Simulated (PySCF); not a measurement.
**Working out the ionisation energy of F(2+)**

F(2+) [He] 2s2 2p3 (4S) → F(3+) [He] 2s2 2p2 (3P). Calculation: PySCF 2.14, in aug-cc-pVQZ (6s5p4d3f2g, 80 functions); no relativity, point nucleus. Frozen: 1s2. Energies in hartree (1 hartree = 27.21139 eV):

| part | F(2+) (lower) | F(3+) (upper) |
| --- | --- | --- |
| UHF | -97.611622 | -95.323738 |
| MP2 opposite-spin | -0.078110 | -0.071713 |
| MP2 same-spin | -0.031821 | -0.014751 |

What does Hartree-Fock give?

(-95.323738) − (-97.611622) = 2.287884 hartree = 62.256 eV.

What do MP2 and SCS-MP2 (6/5 opposite-spin, 1/3 same-spin) give?

The opposite-spin parts differ by 0.174 eV and the same-spin parts by 0.464 eV. MP2: 62.256 + (0.174) + (0.464) = 62.894 eV. SCS-MP2: 62.256 + 1.2 × (0.174) + (0.464)/3 = 62.619 eV.

A first-order spin-orbit estimate adds -0.054 eV to MP2 (valence), giving 62.840 eV against 62.708 eV (semi-empirical (NIST evaluation); NIST Atomic Spectra Database, ionization energies).

What remains against the reference includes basis incompleteness, the frozen core and correlation beyond second order.
